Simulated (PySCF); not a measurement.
# Ionisation energy of Ba⁴²⁺ by level of theory

Ba⁴²⁺ [Ne] 3s2 3p2 (3P) → Ba⁴³⁺ [Ne] 3s2 3p1 (2P), as a difference of total energies. All numbers are calculated (PySCF 2.14, the non-relativistic Hamiltonian (point nucleus), in an even-tempered Gaussian basis (16 s from 8 bohr⁻², ratio 2.5; 10 p from 10 bohr⁻², ratio 2.5; 4 d from 42 bohr⁻², ratio 2.7; 4 f from 63 bohr⁻², ratio 2.7)). Correlated levels: outer shells: 1s2 frozen; virtual orbitals above 40 to 60 times the deepest correlated orbital energy dropped. The calculations carry no spin-orbit coupling.

```csv
method,ionisation energy (eV)
UHF,3152.2
LDA,3153.7
PBE,3154.3
PBE0,3154.1
r2SCAN,3154.4
B2PLYP,3153.8
BP86,3154.7
MP2 (outer shells),3152.5
SCS-MP2 (outer shells),3152.2
```

Spin-orbit coupling is strong in these open shells (close to jj coupling). The scalar numbers leave it out and a first-order estimate fails, so it can dominate the gap to the real levels.

The gap to the reference is mostly relativistic.

For comparison: 3266 ± 4 eV (theoretical estimate listed by NIST; NIST Atomic Spectra Database, ionization energies).
